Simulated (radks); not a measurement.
Species: Tl XXIV. Configuration: [Kr] 4d10 4f12.

Calculated with a radial shooting solver on a logarithmic mesh with Libxc functionals: Dirac Kohn-Sham, PBE, spin-unpolarised, spherical densities, finite nucleus; open shells fill j = l - 1/2 first; Fermi nuclear charge, rms radius 5.4759 fm.

Energy parts (eV):
part                       energy
total                  -545934.00
kinetic                 632704.71
electron-nucleus      -1342600.02
Hartree                 173718.03
exchange-correlation     -9756.71

Orbitals (lengths in bohr, moments of r in powers of bohr; <r^-3> diverges for s and p1/2):
orbital  occ.  eigenvalue (eV)  <r^-3>      <r^2>      <r>  small-component weight
1s1/2       2        -86065.41       -  0.0003691  0.01632                9.51e-02
2s1/2       2        -15823.35       -   0.005548  0.06806                2.19e-02
2p1/2       2        -15221.08       -   0.003909  0.05587                2.20e-02
2p3/2       4        -13154.39   22410   0.005092  0.06467                1.94e-02
3s1/2       2        -4240.412       -    0.03590   0.1768                7.37e-03
3p1/2       2        -3967.673       -    0.03264   0.1672                7.32e-03
3p3/2       4        -3507.066    5279    0.03896   0.1832                6.57e-03
3d3/2       4        -3055.553   925.7    0.02974   0.1592                6.46e-03
3d5/2       6        -2957.025   759.7    0.03145   0.1641                6.26e-03
4s1/2       2        -1400.817       -     0.1689   0.3869                2.59e-03
4p1/2       2        -1282.429       -     0.1706   0.3873                2.50e-03
4p3/2       4        -1166.518    1341     0.1992   0.4191                2.23e-03
4d3/2       4        -972.3429   216.5     0.2029   0.4201                2.04e-03
4d5/2       6        -950.0731   174.4     0.2120   0.4297                1.98e-03
4f5/2       6        -698.7260   40.36     0.2112   0.4254                1.67e-03
4f7/2       6        -693.3625   38.46     0.2155   0.4299                1.65e-03

The highest occupied level is 4f7/2 at -693.36 eV. Summed over all electrons, <r^2> = 6.760 bohr^2, which gives a Langevin (diamagnetic) susceptibility term of -5.35 x 10^-6 cm^3/mol. The density falls to 0.001 e/bohr^3 at r = 1.37 bohr.
